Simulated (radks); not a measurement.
Tc I, configuration [Ar] 3d10 4s2 4p5.75 4d5 5s2 5p0.25 (fractional occupations, a model configuration). Method: scalar-relativistic Kohn-Sham, BLYP, spin-polarised, spherical densities, finite nucleus; open shells are filled with parallel spins first (spin-orbit coupling, left out, can overturn this in heavy ions); Fermi nuclear charge, rms radius 4.4112 fm; computed with a radial shooting solver on a logarithmic mesh with Libxc functionals.

Local quantities along the radius. ELF = 1/(1 + alpha^2) is the electron localisation function; alpha = (tau - tau_W)/tau_unif compares the Pauli kinetic energy density with that of the uniform gas (summed over spins); s = |grad rho|/(2 (3 pi^2)^(1/3) rho^(4/3)) is the reduced gradient; 4 pi r^2 rho is in e/bohr. tau is taken from the large components.

r (bohr),ELF,alpha,s,4 pi r^2 rho
0.002488,0.999,0.02288,0.5305,4.488
0.002896,0.999,0.02371,0.5151,5.783
0.003399,0.999,0.02489,0.5030,7.503
0.003957,0.999,0.02639,0.4950,9.544
0.004606,0.999,0.02836,0.4904,12.04
0.005362,0.999,0.03092,0.4890,15.06
0.006242,0.999,0.03430,0.4909,18.64
0.007267,0.999,0.03877,0.4962,22.77
0.00846,0.998,0.04478,0.5051,27.44
0.009849,0.997,0.05302,0.5178,32.52
0.01147,0.996,0.06456,0.5349,37.80
0.01335,0.993,0.08115,0.5566,43.00
0.01554,0.989,0.1057,0.5834,47.71
0.01809,0.980,0.1432,0.6154,51.47
0.02123,0.959,0.2060,0.6539,53.93
0.02471,0.916,0.3031,0.6923,54.52
0.02877,0.825,0.4598,0.7255,53.41
0.03349,0.669,0.7029,0.7396,51.04
0.03899,0.483,1.034,0.7127,48.30
0.04539,0.349,1.365,0.6255,46.46
0.05285,0.308,1.498,0.4896,46.77
0.06152,0.361,1.329,0.3604,49.94
0.07162,0.494,1.012,0.2923,55.62
0.08338,0.644,0.7428,0.2941,62.14
0.09706,0.743,0.5887,0.3445,66.88
0.113,0.769,0.5480,0.4217,67.37
0.1315,0.715,0.6313,0.5065,62.72
0.1544,0.547,0.9099,0.5675,54.09
0.1797,0.355,1.348,0.5320,46.31
0.2092,0.287,1.575,0.3784,42.84
0.2436,0.385,1.264,0.2351,44.87
0.2835,0.585,0.8428,0.2168,49.70
0.3301,0.731,0.6071,0.2929,52.28
0.3843,0.777,0.5350,0.4163,48.73
0.4474,0.734,0.6026,0.5714,39.10
0.5208,0.554,0.8977,0.7345,27.24
0.6063,0.283,1.592,0.7880,17.81
0.7058,0.192,2.049,0.5663,13.17
0.8217,0.356,1.344,0.3260,12.36
0.9566,0.649,0.7354,0.3263,12.67
1.123,0.759,0.5629,0.4570,11.86
1.307,0.725,0.6165,0.6121,9.666
1.521,0.605,0.8074,0.7660,6.958
1.771,0.445,1.116,0.8861,4.647
2.062,0.329,1.427,0.9399,3.072
2.4,0.308,1.498,0.9478,2.108
2.794,0.367,1.312,0.9877,1.496
3.253,0.462,1.079,1.121,1.049
3.787,0.536,0.9313,1.369,0.6921
4.409,0.538,0.9261,1.760,0.4150
5.133,0.435,1.139,2.353,0.2217
5.975,0.242,1.768,3.255,0.1042
7.012,0.081,3.374,4.721,0.04089
8.163,0.022,6.633,6.853,0.01485
9.503,0.006,12.73,10.15,0.004851
11.06,0.002,23.97,15.58,0.001430
12.88,0.000,47.88,25.35,0.0003718

On this mesh the ELF has minima near r = 0.053, 0.21, 0.71, 2.4 bohr, which separate the shells, and maxima near 0.11 (0.77), 0.38 (0.78), 1.1 (0.76), 4.4 (0.54).
